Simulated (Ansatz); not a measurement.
Consider the atomization: `C[S][Zn][F]` → C• + F• + 3 H• + S• + Zn (atom).

Calculated with Ansatz (gas phase, PBE0-D4/def2-TZVP geometries, no zero-point term in ΔE). CCSD(T)/CBS adds triple-zeta CCSD(T) − MP2 to the extrapolated MP2 energy (def2 sets, frozen cores). This one scheme is used for every species, atoms too. Functionals use def2-TZVPP. No spin–orbit coupling; open shells (•) take unrestricted orbitals. Spin–orbit coupling would lower the free atoms: a little for C, F, S. Bonds to Zn are less sure, by a few kJ/mol each and by 10 to 20 or more in all where they break to atoms, as the def2 sets lack core-valence functions. Scalar relativity is left out up to krypton. Each species was taken in one conformer, which may not be the lowest.

`C[S][Zn][F]`:

```xyz
7

C     0.491   -0.990    0.343
S    -0.806    0.095    1.026
Zn   -0.916    1.652   -0.439
F    -1.021    2.934   -1.625
H     1.449   -0.478    0.266
H     0.595   -1.811    1.052
H     0.207   -1.402   -0.623
```

| level | ΔE (kJ/mol) |
| --- | --- |
| CAM-B3LYP | 2204.3 |
| CCSD/def2-TZVPP | 2115.5 |

**Question.** What does CCSD(T)/CBS give? (An estimate is asked.)

**Answer.** Computed: +2228.8 kJ/mol. The listed levels differ from it by -24.5, -113.3 kJ/mol.

**Question.** What do rigid-rotor, harmonic-oscillator terms from PBE0-D4/def2-TZVP frequencies (298.15 K, 1 bar) make of the CCSD(T)/CBS value? (Estimate.)

**Answer.** Computed: ΔZPE = -107.5 kJ/mol, ΔH = +2146.0 kJ/mol, ΔS = 657 J/(mol·K), ΔG = +1950.1 kJ/mol. Open shells count their whole term as degenerate.

Largest T1 diagnostic among the species: 0.017.

The D4 term adds +20.2 kJ/mol with B3LYP and +10.4 kJ/mol with PBE0; it sums over pairs of atoms, weighted by their polarisabilities, and B3LYP, whose exchange is more repulsive, gets the larger term. At CCSD(T), def2-SVP lies −168.1 kJ/mol from the extrapolated value and def2-TZVPP −76.3 kJ/mol: correlation converges slowly with the basis, and small sets miss more of it in the bonded molecule than in its fragments.

B3LYP here is the variant with VWN-RPA as its local correlation; programs differ in this.

For atomizations the MP2-based limit and the directly extrapolated one differ by several kJ/mol either way, and by 10 to 25 for some Ge, Se and Sn compounds, so smaller differences from it don't rank the levels.
